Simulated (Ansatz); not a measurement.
The same ligand exchange along the group B, Al, Ga.

Computed with Ansatz on PBE0-D4/def2-TZVP structures; ΔE is electronic, products minus reactants. CCSD(T)/CBS adds triple-zeta CCSD(T) − MP2 to the extrapolated MP2 energy (def2 sets, frozen cores). This one scheme is used for every species. DFT in def2-TZVPP. For Ga outer-core shells are correlated without core-valence functions, which leaves a few kJ/mol of doubt a bond. Scalar relativity is left out up to krypton. One conformer a species, not always the lowest.

```csv
reaction,MP2/CBS(def2) (kcal/mol),PBE-D4 (kcal/mol),CCSD(T)/CBS(def2) (kcal/mol)
`CB[SiH3]` + `[SiH3]S` → `[SiH3]BS[SiH3]` + CH₄,-26.1,-25.5,-24.7
`[CH3][AlH][SiH3]` + `[SiH3]S` → `[SiH3][AlH][S][SiH3]` + CH₄,-35.0,-33.1,-33.5
`[CH3][GaH][SiH3]` + `[SiH3]S` → `[SiH3][S][GaH][SiH3]` + CH₄,-32.7,-31.4,-31.4
```

Largest T1 diagnostic: 0.015, for `[SiH3]BS[SiH3]`.
